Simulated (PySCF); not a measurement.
## Nickel: a sound run and one with changed settings

Sound run: Ni⁺ [Ar] 3d9, Ni²⁺ [Ar] 3d8. Computed with PySCF 2.14 in cc-pVTZ (7s6p4d2f1g, 68 functions), with the non-relativistic Hamiltonian (point nucleus). In the sound run the correlated levels freeze [Ar]. The sound run starts from symmetry-adapted Hartree-Fock orbitals and uses a fine grid where one is needed.

Changed run: initial guess 1e, at most 50 SCF cycles.

```tsv
species	method	sound run (hartree)	changed run (hartree)	converged
Ni⁺	UHF	-1506.59560	-1506.59559	yes
Ni⁺	M06-L	-1507.97019	-1507.97002	yes
Ni⁺	B3LYP	-1508.07223	-1508.07271	yes
Ni⁺	MP2	-1506.96844	-1506.96844	yes
Ni²⁺	UHF	-1506.03838	-1506.03838	yes
Ni²⁺	M06-L	-1507.31093	-1507.31093	yes
Ni²⁺	B3LYP	-1507.38475	-1507.38475	yes
Ni²⁺	MP2	-1506.29488	-1506.29488	yes
```

Ionisation energy of Ni⁺:

```tsv
method	sound run (eV)	changed run (eV)
UHF	15.163	15.162
M06-L	17.939	17.935
B3LYP	18.707	18.720
MP2	18.329	18.329
SCS-MP2	18.033	18.034
```

Where the changed run lies lower, it found another determinant of the same configuration, with other orbitals of the open shell filled.

For comparison, NIST gives 18.169 eV between the lowest levels.
